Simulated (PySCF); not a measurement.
Level of theory: B3LYP-D3(BJ)/def2-TZVP (PySCF 2.14.0). Isolated molecules, 0 K electronic values unless said otherwise. B3LYP has the VWN-RPA correlation part, as in Gaussian. 

Reference species (SMILES): `C(=C=C)=C` (neutral, multiplicity 1).

```json
{
 "HOMO–LUMO gap": "5.07 eV",
 "HOMO": "-6.88 eV",
 "LUMO": "-1.81 eV"
}
```

Changed species: `C#CC=C`.

Problem. What does the change do to the HOMO–LUMO gap, HOMO and LUMO?

Solution. the HOMO–LUMO gap goes up by 0.71 eV, to 5.78 eV; the HOMO decreases by 0.10 eV, to -6.98 eV; the LUMO goes up by 0.61 eV, to -1.20 eV.
